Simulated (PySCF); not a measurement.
**Static response to an electric field**

Compound: C₆H₅FO.
Structure used (GFN2-xTB), in Å, numbered top down from 1:
```xyz
13
C6H5FO angstrom
O      2.478   -0.316    0.003
C      1.131   -0.165    0.000
C      0.338   -1.311    0.014
C     -1.038   -1.202    0.012
C     -1.652    0.040   -0.001
C     -0.850    1.164   -0.015
F     -1.425    2.385   -0.030
C      0.531    1.088   -0.015
H      2.910    0.547   -0.008
H      0.824   -2.273    0.026
H     -1.644   -2.095    0.022
H     -2.725    0.143   -0.001
H      1.118    1.995   -0.025
```

Level: B3LYP/def2-SVPD (PySCF), static field, nuclei fixed, core orbitals frozen in the response. The polarisability tensor in these axes (au):

```
x   91.37 -0.36  0.00
y   -0.36 83.13 -0.46
z    0.00 -0.46 43.93
```

Task: Diagonalise the tensor; give its mean and Δα, where Δα² is half the sum of the squared differences of the eigenvalues.

Result: Principal values 43.93, 83.11 and 91.38 au; mean 72.81 au = 10.79 Å³ = 12.00 × 10⁻⁴⁰ C²·m²/J; Δα = 43.91 au (60 % of the mean).

Task: What is the dipole moment, and where does it point?

Result: (0.84, -0.17, 0.00) D, 0.86 D in size, pointing from the negative to the positive side. Measured along this direction, the outermost atoms are H12 at the negative end and H9 at the positive end.

Task: Refractivity n − 1 of an ideal gas of it at 500 K and 1 atm, from the electronic α?

Result: N = p/kT = 1.4678 × 10¹⁹ cm⁻³, so n − 1 = 2π × N × 10.79 × 10⁻²⁴ cm³ = 995 × 10⁻⁶ at long wavelengths.

Task: Traceless (Buckingham) quadrupole moment about the centre of nuclear charge: eigenvalues?

Result: -9.73, -4.65, 14.38 D·Å. The values depend on the origin, since the dipole doesn't vanish. The electronic extent ⟨r²⟩ about the same centre is 892 bohr², a root-mean-square distance of 2.08 Å for the 58 electrons.

Task: Directions of the eigenvectors, and the extent of the frame along each?

Result: Largest value along (1.00, -0.04, 0.00), where the nuclei span 5.61 Å; middle along (0.04, 1.00, -0.01), 4.55 Å; least along (0.00, 0.01, 1.00), 0.00 Å. The response follows the extents in order.

Geometry: GFN2-xTB, one conformer, isolated molecule.

The run behind these numbers computed excited states as well. Time: 35 s wall. Hardware: one thread of an Arm Neoverse V1, no GPU, shared host.
